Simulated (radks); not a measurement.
Task: The mean radii <r> (bohr) of the occupied orbitals of an atom or ion are listed with their occupations. Calculated with a radial shooting solver on a logarithmic mesh with Libxc functionals: Dirac Kohn-Sham, relativistic LDA (MacDonald-Vosko exchange, VWN5 correlation), spin-unpolarised, spherical densities, finite nucleus; Fermi nuclear charge, rms radius of each element as measured or else 0.836 A^(1/3) + 0.57 fm.

orbital  occ.      <r>
1s1/2       2  0.07275
2s1/2       2   0.3060

Name the element and its charge. Open shells, if any, fill j = l - 1/2 first.

Result: Z = 21, scandium, charge +17: Sc17+ in [He] 2s2. The 1s radius gives Z: for a bare nucleus <r> = (2 gamma + 1)/(2Z) with gamma = sqrt(1 - (Z/c)^2), 0.07087 bohr for Z = 21, and screening makes it slightly larger (0.07275 here). The occupations add up to 4, and the charge is Z minus that.
